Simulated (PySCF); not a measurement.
## NiF at PBE0

Computed with PBE0; basis Ni def2-TZVP, F def2-TZVP; no relativity; PySCF 2.14.

```json
{"state": "²Σ⁺ (doublet), unpaired electrons σ ↑", "bond length": "1.769 Å", "harmonic wavenumber": "607 cm⁻¹", "force constant": "3.10 mdyn/Å", "rotational constant Be": "0.3766 cm⁻¹", "anharmonicity ωexe": "3.33 cm⁻¹", "vibration–rotation constant αe": "0.00311 cm⁻¹", "bond order (Mayer)": "0.70", "dipole moment (positive dipole means Ni(−)F(+))": "-5.31 D"}
```

De is left out where the level can put another filling of the metal’s s and d shells below the measured ground configuration, by anything from nothing to about 1 eV. The state is the lowest single determinant that the PBE0 search found; with open d or f shells the true ground state can be another one.
